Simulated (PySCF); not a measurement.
SMILES C1=CSC(=C2SC=CS2)S1 (C6H4S4), GFN2-xTB optimised geometry.

```
14

C     -0.66    -3.17     0.00
C      0.67    -3.17     0.00
S      1.49    -1.63     0.00
C      0.00    -0.67     0.00
S     -1.49    -1.63     0.00
C      0.00     0.67     0.01
S      1.49     1.63     0.01
C      0.66     3.16     0.02
C     -0.67     3.16     0.02
S     -1.49     1.63     0.01
H     -1.29    -4.04     0.00
H      1.29    -4.04     0.00
H      1.28     4.04     0.03
H     -1.29     4.04     0.03
```

Density from PBE0/def2-TZVP (PySCF 2.14.0) at that geometry.

Minimum of the electron density along straight lines between bonded atoms, close to the bond critical point (lines longer than 1.1 times the sum of covalent radii, or with two minima, are not listed):

```csv
bond,length / Å,ρ at the minimum / e bohr⁻³,∇²ρ there / e bohr⁻⁵,position (fraction from the first atom)
C1–C2,1.330,0.349,-1.04,0.50
C2–S3,1.743,0.208,-0.42,0.48
S3–C4,1.768,0.197,-0.37,0.51
C1–S5,1.743,0.208,-0.42,0.48
C4–S5,1.768,0.197,-0.37,0.49
C4–C6,1.344,0.339,(withheld),0.50
C6–S7,1.768,0.197,-0.37,0.49
S7–C8,1.743,0.208,-0.42,0.52
C8–C9,1.330,0.349,-1.04,0.50
C6–S10,1.768,0.197,-0.37,0.49
C9–S10,1.743,0.208,-0.42,0.48
C1–H11,1.074,0.290,-1.05,0.65
C2–H12,1.074,0.290,-1.05,0.65
C8–H13,1.074,0.290,-1.05,0.65
C9–H14,1.074,0.290,-1.05,0.65
```

What belongs in the gaps?


- C4–C6, ∇²ρ there / e bohr⁻⁵: -0.97
